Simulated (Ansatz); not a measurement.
Reaction (substitution at a C–Sn bond): `[SnH3][c]1ccccc1` + CH₃OH → `COc1ccccc1` + `[SnH4]`

Isolated molecules relaxed with PBE0-D4/def2-TZVP in Ansatz; ΔE leaves out vibrations. CBS: MP2 limit from def2 TZ/QZ plus the TZ coupled-cluster correction, frozen cores. This one scheme is used for every species. Functionals use def2-TZVPP. Elements past krypton have def2 core potentials. For Sn outer-core shells are correlated without core-valence functions, which leaves a few kJ/mol of doubt a bond. One conformer a species, not always the lowest.

| level | ΔE (kJ/mol) |
| --- | --- |
| r2SCAN0-D4 | 12.9 |
| BHLYP-D4 | 19.3 |
| ωB97X-V | 14.5 |
| MP2/CBS(def2) | 45.2 |

Problem. What does CCSD(T)/CBS give? (Estimate.)

Solution. Ansatz gave: +34.8 kJ/mol. The listed levels differ from it by -21.9, -15.5, -20.3, 10.4 kJ/mol.

Largest T1 diagnostic among the species: 0.013.

In def2-TZVPP, CCSD(T) changes the Hartree–Fock value by +12.2 kJ/mol (the triples alone add +0.7 kJ/mol) and MP2 by +22.6 kJ/mol. At CCSD(T), def2-SVP lies −28.2 kJ/mol from the extrapolated value and def2-TZVPP −6.5 kJ/mol.
